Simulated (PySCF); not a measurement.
# Reading the logs of faulty runs: AlH2N

All numbers below are calculated, not measured. They come from PySCF 2.14.0, an open-source quantum chemistry program, on an isolated molecule that a program drew, which may never have been made. The molecule is AlH2N (charge 0, singlet), drawn as the SMILES string `[NH]=[AlH]`.

Each row is a Hartree-Fock (HF) and frozen-core CCSD(T) single point in the cc-pV(D+d)Z basis, meant for a local HF minimum. Run 1 is clean. Each other run has one planted mistake out of seven kinds, and not every kind appears here: one electron removed, one electron added, multiplicity raised by two, geometry at a saddle point, minimal basis STO-3G, one bond length entered in bohr, all coordinates scaled. The reference is restricted for singlets and unrestricted otherwise, and also for a bond in bohr. Adding or removing an electron swaps singlet and doublet. Electrons count all cores. HOMO and LUMO are orbital energies over both spins, the gradient is its largest component, and the lowest frequency (negative if imaginary) is given only where the gradient is small. Bond lengths are over the 3 bonds as drawn. T1 is the CCSD diagnostic: over 0.02 (restricted) or 0.045 (unrestricted) a single reference is doubtful.

Geometry of the clean run:
```xyz
4
AlH2N, angstrom
N     0.9397    1.7625   -0.8507
Al    0.8478    2.4281    0.5917
H     0.9969    1.3482   -1.7482
H     0.7581    3.0770    1.9985
```

| run | electrons | basis functions | <S^2> | HOMO (eV) | LUMO (eV) | gradient (hartree/bohr) | lowest frequency (cm^-1) | mean bond (Å) | longest bond (Å) | T1 | HF (hartree) | CCSD(T) (hartree) | mistake |
|---|---|---|---|---|---|---|---|---|---|---|---|---|---|
| 1 | 22 | 47 | 0.000 | -9.17 | 2.24 | 1.3e-05 | 364 | 1.3777 | 1.591 | 0.0283 | -297.47016 | -297.73487 | no fault |
| 2 | 23 | 47 | 1.087 | 1.06 | 7.71 | 5.5e-02 | - | 1.3777 | 1.591 | 0.0538 | -297.40871 | -297.68264 | one electron added |
| 3 | 22 | 16 | 0.000 | -4.74 | 9.56 | 1.1e-01 | - | 1.3777 | 1.591 | 0.0389 | -293.77749 | -293.91793 | minimal basis STO-3G |
| 4 | 21 | 47 | 0.759 | -17.76 | -5.98 | 8.6e-02 | - | 1.3777 | 1.591 | 0.0152 | -297.21805 | -297.42090 | one electron removed |
| 5 | 22 | 47 | 2.002 | -6.03 | 0.53 | 3.4e-02 | - | 1.8497 | 3.007 | 0.0247 | -297.37614 | -297.55349 | one bond length entered in bohr |
| 6 | 22 | 47 | 0.000 | -8.95 | 1.97 | 3.5e-02 | - | 1.4287 | 1.650 | 0.0310 | -297.46478 | -297.73518 | ? |

**Which mistake was planted in run 6, and what did it cost?**

The mean and the longest bond both change by the same factor, 1.037, and the gradient is no longer small. So the mistake is: all coordinates scaled. Subtracting run 1 and multiplying by 627.51 kcal/mol a hartree, the energy moved by 3.4 kcal/mol in HF and -0.2 kcal/mol in CCSD(T).

Cautions from the logs. Run 1: T1 is over the limit, so its CCSD(T) energy is less reliable; run 2: T1 is over the limit, so its CCSD(T) energy is less reliable and the HOMO is above zero, so the electron isn't bound and the energy depends on the basis; run 3: T1 is over the limit, so its CCSD(T) energy is less reliable; run 6: T1 is over the limit, so its CCSD(T) energy is less reliable.
